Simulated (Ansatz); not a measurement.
**Ligand exchange: C4H9Br + LiCl → C4H9Cl + LiBr**

Species: C4H9Br (1-bromobutane) `CCCCBr`, singlet; LiCl, singlet; C4H9Cl (1-chlorobutane) `CCCCCl`, singlet; LiBr, singlet. The partners trade Br for Cl: C–Br and Li–Cl bonds give way to C–Cl and Li–Br.

Shapes, held fixed at every level: PBE0-D4/def2-TZVP. Flexible molecules stand in one conformer, not always the lowest. Programs: Ansatz 0.2.0. The zero-point and thermal change to 298 K, harmonic and unscaled (PBE0-D4/def2-TZVP), is +0.8 kJ/mol.

Q: Estimate ΔH(298 K) of this reaction.

A: The highest level, CCSD(T)/def2-TZVPP, gives ΔH(298 K) = -1.7 kJ/mol; the levels span -13.5 to -0.1. That is about zero within the method's error. The column of differences is taken from that level and isn't an error. No measured value is set beside it here. Relativity is left out for Br. Outer-core shells of Br, Li are correlated in most correlated rows, in sets that cover them unevenly.

| level | kind | ΔH(298 K) (kJ/mol) | less CCSD(T)/def2-TZVPP |
| --- | --- | --- | --- |
| HF/def2-TZVPP | Hartree–Fock | -13.5 | -11.8 |
| r2SCAN-D4/def2-TZVPP | meta-GGA | -5.0 | -3.3 |
| B3LYP-D4/def2-TZVPP | global hybrid | -2.9 | -1.2 |
| r2SCAN0-D4/def2-TZVPP | global hybrid | -7.1 | -5.4 |
| B2PLYP/def2-TZVPP | double hybrid | -3.5 | -1.8 |
| MP2/def2-TZVPP | perturbation theory | -0.1 | +1.6 |
| CCSD(T)/def2-TZVPP | coupled cluster or CI | -1.7 | 0.0 |
